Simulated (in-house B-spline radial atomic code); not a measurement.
**Br VI (Br5+): [Ar] 3d10 4s2**

Level of theory: non-relativistic r2SCAN0, spin-polarised, spherical fractional occupations, exact exchange averaged over the configuration, point nucleus; calculated with an all-electron radial atomic-structure program (B-spline basis).

Z_r = [3n² - l(l+1)]/(2<r>); Z_e = n√(-2ε); the last column is Slater's effective charge. Values are occupation-weighted means over spin.

```csv
shell,electrons,ε (eV),<r> (bohr),Z_r,Z_e,Slater
1s,2,-13248,0.04369,34.33,31.20,34.70
2s,2,-1786.7,0.1934,31.03,22.92,30.85
2p,6,-1614.6,0.1671,29.92,21.79,30.85
3s,2,-314.57,0.5595,24.13,14.43,23.75
3p,6,-253.29,0.5662,22.08,12.94,23.75
3d,10,-144.73,0.5795,18.12,9.78,13.85
4s,2,-81.401,1.496,16.05,9.78,9.35
```

The least bound orbital is 4s at -81.4 eV, and it is also the most diffuse (<r> = 1.496 bohr).

The density falls to 0.001 bohr⁻³ at 2.781 bohr; Σ<r²> = 12.409 bohr² gives, by the non-relativistic formula and without the paramagnetism of open shells, a Langevin diamagnetic susceptibility of -9.827×10⁻⁶ cm³/mol.
